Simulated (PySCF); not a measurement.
H8NSi3, SMILES [SiH2]N([SiH3])[SiH3] (connectivity only; charge and spin as stated), charge +1, multiplicity 1.

Coordinates come from a PBE-D3(BJ)/def2-SVP optimisation. The spin state was assumed, not searched. The isomer is the one that the SMILES or the coordinates give; other isomers of the formula were not compared.

Two levels are set side by side: PBE/def2-TZVP (PySCF) and r2SCAN/def2-TZVP (PySCF). Same geometry, gas phase. Differences are taken from unrounded values.

```csv
quantity,r2SCAN
orbital gap (eV),4.19
highest occupied level (eV),-12.46
lowest empty level (eV),-8.27
mean polarisability (bohr³),80.6
```

Task: What does PBE give, and how far is it from r2SCAN? (The exact figures need the calculation; the answer reports its results.)

Result: 
```json
[
 {"quantity": "orbital gap (eV)", "PBE": "3.74", "PBE minus r2SCAN": "-0.46"},
 {"quantity": "highest occupied level (eV)", "PBE": "-12.18", "PBE minus r2SCAN": "0.28"},
 {"quantity": "lowest empty level (eV)", "PBE": "-8.44", "PBE minus r2SCAN": "-0.18"},
 {"quantity": "mean polarisability (bohr³)", "PBE": "83.1", "PBE minus r2SCAN": "2.6"}
]
```

Rough cost on one machine, each run with all the roots and properties that it gave: r2SCAN against PBE about 3 times.
